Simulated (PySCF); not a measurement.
F₄Si, SMILES F[Si-](F)(F)F (connectivity only; charge and spin as stated), charge -1, multiplicity 2.

Geometry optimised at PBE-D3(BJ)/def2-SVPD.

All values below come from PBE-D3(BJ)/def2-SVPD (PySCF).

Frequencies are harmonic and unscaled.

```csv
mode,ν (cm⁻¹),IR (km/mol),moving atoms (share of kinetic energy)
1,169,0.2,F 100 %
2,214,1.6,"F 76 %, Si 24 %"
3,282,0.0,F 100 %
4,353,5.5,"F 91 %, Si 9 %"
5,364,21.7,"F 72 %, Si 28 %"
6,491,2.4,F 97 %
7,713,137.0,"F 58 %, Si 42 %"
8,716,375.2,"Si 62 %, F 38 %"
9,744,142.7,"F 54 %, Si 46 %"
```
